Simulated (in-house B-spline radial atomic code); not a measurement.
Br is squeezed into an impenetrable sphere of radius R (the orbitals vanish at R). Method: non-relativistic r2SCAN, spin-polarised, spherical fractional occupations, point nucleus. Calculated with a B-spline radial code for spherical atoms.

Energies in eV above the free atom in [Ar] 3d10 4s2 4p5:

```
R (bohr)  highest level (eV)  [Ar] 3d10 4s2 4p5  [Ar] 3d10 4s2 4p4 4d1  [Ar] 3d10 4s1 4p6
    8.24               -7.69             0.0076                  11.25              11.88
    6.63               -7.55            0.09583                  12.21              11.97
    5.47               -7.03             0.6045                  13.86              12.52
    3.94               -3.23              7.448                  24.06               19.9
    3.86               -2.76              8.533                  25.44              21.06
    2.87                10.1              49.08                     72              63.83
    2.42                26.2              115.8                    144              133.1
     2.3                33.1              147.3                  177.3              165.5
    1.79                90.2              447.9                  487.2                472
    1.58                 142              753.4                  795.6              780.8
```

Task: Does [Ar] 3d10 4s2 4p4 4d1 fall below [Ar] 3d10 4s2 4p5 under compression?

Result: No, it stays above over the whole range.

Task: Does [Ar] 3d10 4s1 4p6 fall below [Ar] 3d10 4s2 4p5 under compression?

Result: No, it stays above over the whole range.

The highest level is first positive in the row R = 2.87 bohr, pushed up by confinement above the zero of the free ion's potential. Each configuration is held fixed and needn't be the lowest in the sphere.
